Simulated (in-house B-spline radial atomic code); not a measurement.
Values are calculated unless marked as measured or tabulated.
P in an electron gas of r_s = 2.4: phase shifts, screening, friction and resistivity

A nucleus sits in a uniform electron gas with a rigid positive background. The Kohn-Sham equations are solved self-consistently in the spin-unpolarised LDA (PW92), non-relativistic, on B-splines with outgoing waves at the boundary and partial waves to l = 8. The model has no lattice, no bands and no magnetic solution. Atomic units; δ_l are the phase shifts at the Fermi level, counted so that each bound state adds π, and good to about 0.0005.

The density parameter is r_s = 2.4 bohr, near that of the valence electrons of In (3 per atom, density 7.31 g/cm³, mass 114.82 u, which gives r_s = 2.41).

```tsv
l	δ_l (rad)
0	7.5041
1	4.8187
2	0.2754
3	0.0272
4	0.0036
5	0.0007
6	0.0002
7	0.0002
8	0.0002
```

Bound levels below the band bottom (hartree): s -75.55, s -5.857, p -4.1, s -0.1665.

Q: Check the Friedel sum rule, and say where the screening charge sits.

A: k_F = (9π/4)^(1/3)/r_s = 0.79965. The rule is Z = (2/π) Σ (2l + 1) δ_l. The terms are s 4.777, p 9.203, d 0.877, f 0.121 and 0.031 beyond, in all 15.009 against Z = 15. Bound states hold 6 s, 6 p, 0 d electrons, so the scattering states carry 3.01 in all; where a term is smaller than its bound count, the bound level has drawn weight out of the band.

Q: Find the transport cross section and the electronic stopping of a 5 keV P ion (mass 30.97 u).

A: σ_tr = (4π/k_F²) Σ (l + 1) sin²(δ_l − δ_(l+1)). The terms for l = 0 to 3 are 0.1941, 1.9434, 0.1810, 0.0022, all together 2.3207, so σ_tr = 19.652 × 2.3207 = 45.608 bohr². With n = 3/(4π r_s³) = 0.01727, the friction coefficient is Q = n k_F σ_tr = 0.6298. For v well below v_F = 0.800, dE/dx = Q v; with 24801 eV per u at v = 1, v = √(5000/(24801 × 30.97)) = 0.0807, so dE/dx = 0.05082 hartree/bohr = 26.1 eV/nm. The largest term couples the p and d waves.

Q: What residual resistivity would 1 atomic per cent of such centres give in In?

A: Δρ = k_F n_i σ_tr/n in atomic units of 21.74 μΩ·cm. With one host atom per 3 electrons, n_i/n = 0.01/3, so Δρ = 0.7996 × 0.00333 × 45.608 × 21.74 = 2.64 μΩ·cm. This is an atom added to the gas, as on an interstitial site.

Q: On a substitutional site the background of one host ion, a sphere holding 3 charges, is taken out. The phase shifts for l = 0 to 4 become 7.2187, 4.2088, -0.1125, -0.0464, -0.0096. What follows?

A: The Friedel sum is now 12.00, for Z − 3 = 12. The sum in σ_tr is 1.7455, so σ_tr = 34.30 bohr² and Δρ = 1.99 μΩ·cm per atomic per cent, 0.75 times the value above. A real host ion scatters too, so this model doesn't give zero even for the host's own atom.
